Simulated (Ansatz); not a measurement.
F$_{2}$H$_{3}$O$_{3}$Ta, SMILES `[OH][Ta]([OH])([OH])([F])[F]`, relaxed with RKS PBE0-D4/def2-TZVP in the Gaussian-basis code of Ansatz from a PBE-D4/def2-SVP geometry. The force threshold is 0.005 eV/Å; the program also tests the step.

Charge 0, multiplicity 1. Ta: def2 effective core potential.

Start:

```xyz
9

O    -0.021   -0.493    1.712
Ta    0.211   -0.041   -0.129
O     0.348   -1.854   -0.727
O    -0.161    1.834    0.133
F    -1.339    0.029   -1.260
F     2.011    0.333   -0.580
H    -0.194    0.204    2.371
H    -0.062   -2.502   -1.321
H    -0.793    2.491   -0.200
```

Question: How much energy does the relaxation release, and in how many steps? (Estimate.)

Answer: Ansatz gave: 5.03 kJ/mol, in 11 steps.

Question: Which bonds change most? (Estimate.)

Answer: The calculation gave: O1–Ta2 from 1.910 to 1.887 Å; Ta2–F6 from 1.892 to 1.871 Å; Ta2–O4 from 1.929 to 1.912 Å; Ta2–O3 from 1.914 to 1.897 Å.

Question: Give the relaxed structure. (Estimate.)

Answer: The calculation gave: 
```xyz
9

O    -0.010   -0.483    1.699
Ta    0.219   -0.038   -0.121
O     0.363   -1.827   -0.736
O    -0.142    1.826    0.100
F    -1.344    0.014   -1.211
F     2.008    0.324   -0.531
H    -0.191    0.183    2.366
H    -0.098   -2.424   -1.323
H    -0.804    2.426   -0.242
```
